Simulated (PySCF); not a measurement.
## N⁺: ionisation energy

N⁺ [He] 2s2 2p2 (3P) → N²⁺ [He] 2s2 2p1 (2P), as a difference of total energies. Computed with PySCF 2.14 in x2c-QZVPPall with one added diffuse shell each of s, p, d, f type (8s5p4d3f1g, 73 functions), with scalar relativity by spin-free X2C-1e. Correlated levels: valence: 1s2 frozen; valence and next inner shell: nothing frozen. The calculations carry no spin-orbit coupling.

```csv
method,ionisation energy (eV)
UHF,29.203
LDA,30.056
PBE,29.897
PBE0,29.908
r2SCAN,30.133
B3LYP,30.000
TPSSh,29.848
wB97X-V,29.677
M06-2X,29.689
MP2 (valence),29.661
SCS-MP2 (valence),29.520
MP2 (valence and next inner shell),29.692
SCS-MP2 (valence and next inner shell),29.543
```

Task: How much does correlation contribute at MP2 (valence and next inner shell)?

Result: 29.692 − (29.203) = 0.489 eV, measured against UHF.

Errors of the correlated levels include the incompleteness of this basis and the frozen core.

For comparison: 29.601 eV (semi-empirical (NIST evaluation); NIST Atomic Spectra Database, ionization energies).
